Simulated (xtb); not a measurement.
xtb input (GFN2-xTB):

```bash
xtb mol.xyz --gfn 2 --ohess tight --chrg -1 --uhf 0
```
mol.xyz:
```
10

N     -1.25485496     0.93505818    -0.61337360
Si    -0.05987887     0.23125509     0.25957217
N      1.58400034     0.31025699    -0.53374726
N     -0.41639547    -1.54842732     0.54816828
H     -1.08964952     1.83373602    -0.97859564
H      0.32456743     0.64087823     1.63548143
H      2.30772103    -0.30242120    -0.09373670
H      1.53798724     0.14083257    -1.47729483
H     -0.64683055    -1.72149450     1.49474952
H     -1.19340842    -1.79968536    -0.01132000
```

End of the output:

```
   ------------------------------------------------------------------------
    298.15    0.763770E-02    0.799785E-01    0.369278E-01    0.430506E-01
   ------------------------------------------------------------------------

         :::::::::::::::::::::::::::::::::::::::::::::::::::::
         ::                  THERMODYNAMIC                  ::
         :::::::::::::::::::::::::::::::::::::::::::::::::::::
         :: total free energy         -13.707273246937 Eh   ::
         ::.................................................::
         :: total energy              -13.750323870516 Eh   ::
         :: zero point energy           0.072340768211 Eh   ::
         :: G(RRHO) w/o ZPVE           -0.029290144631 Eh   ::
         :: G(RRHO) contrib.            0.043050623580 Eh   ::
         :::::::::::::::::::::::::::::::::::::::::::::::::::::

optimized geometry written to: xtbopt.xyz

           -------------------------------------------------
          | TOTAL ENERGY              -13.750323870516 Eh   |
          | TOTAL ENTHALPY            -13.670345406014 Eh   |
          | TOTAL FREE ENERGY         -13.707273246937 Eh   |
          | GRADIENT NORM               0.000521902920 Eh/α |
          | HOMO-LUMO GAP               6.120889905970 eV   |
           -------------------------------------------------

------------------------------------------------------------------------
------------------------------------------------------------------------
 total:
 SCF:
 ANC optimizer:
 analytical hessian:
```

It need not be the lowest isomer of its formula. Whether it binds its extra electron was not tested at this geometry.
